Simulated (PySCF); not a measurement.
**Do core-level shifts follow atomic charges?**

Compound: C5H11BO3.
Z-matrix (Å and degrees, PBE0-D3(BJ)/def2-SVP geometry), rows numbered from 1:
```
C 
C   1  1.5190
C   2  1.5188  1  113.24
C   3  1.5205  2  113.31  1   179.74
C   4  1.5156  3  110.34  2   174.50
O   5  1.4091  4  111.30  3   -53.44
B   6  1.3707  5  119.59  4    27.73
O   7  1.3587  6  119.02  5   179.73
O   7  1.3625  6  123.14  5    -0.63
H   1  1.1000  2  111.32  3   178.29
H   1  1.1019  2  111.25  3   -61.57
H   1  1.0992  2  110.45  3    57.94
H   2  1.1032  1  110.53  3   121.43
H   2  1.1038  1  110.14  3  -120.98
H   3  1.1094  2  108.32  1    59.26
H   4  1.1011  3  110.28  2   -63.54
H   4  1.1042  3  108.98  2    54.11
H   5  1.1015  4  111.01  3  -173.71
H   5  1.1059  4  110.15  3    67.89
H   8  0.9619  7  110.48  6    -0.34
```

Binding energies: PySCF 2.14.0, delta-SCF UKS SCAN, pcX-2 on the ionised atom, pcseg-1 elsewhere, spin-free X2C. Charges: PBE0/pcSseg-1 ground-state density, for the ionised atom.

```tsv
atom	environment	C 1s (eV)	Mulliken (e)	IAO (e)	Hirshfeld (e)	ESP (e)
C1	methyl carbon	290.43	-0.267	-0.411	-0.117	-0.308
C2	chain CH2 carbon	290.61	-0.220	-0.248	-0.070	-0.025
C4	ring CH2 carbon	290.90	-0.273	-0.290	-0.080	-0.450
C3	sp3 carbon bound to oxygen	292.19	+0.005	+0.103	+0.053	+0.426
C5	sp3 carbon bound to oxygen	292.42	+0.117	-0.043	+0.010	+0.395
```

Question: How well does each charge scheme correlate with the binding energies over these sites?

Answer: Mulliken: r = 0.96, slope 5.0 eV per e; Hirshfeld: r = 0.93, slope 12.4 eV per e; IAO: r = 0.91, slope 4.1 eV per e; ESP: r = 0.87, slope 2.0 eV per e. On 5 points no scheme stands out.

Question: The point-charge model writes a binding energy as kq + V + constant, with V the potential of the other atoms' charges at the site. What does it give with the Hirshfeld charges?

Answer: V = Σ 14.40 eV Å × q/r over all other atoms: +1.23 eV at C1, +0.67 eV at C2, +1.33 eV at C4, -1.20 eV at C3, -0.29 eV at C5. Fitting binding energy − V to q gives k = 27.4 eV per e and leaves an rms residual of 0.29 eV, against 0.29 eV for the fit on q alone. The model has no term for differences in relaxation between sites.

One conformer (not necessarily the lowest) at the PBE0-D3(BJ)/def2-SVP geometry, without solvent, vibrations or thermal averaging.
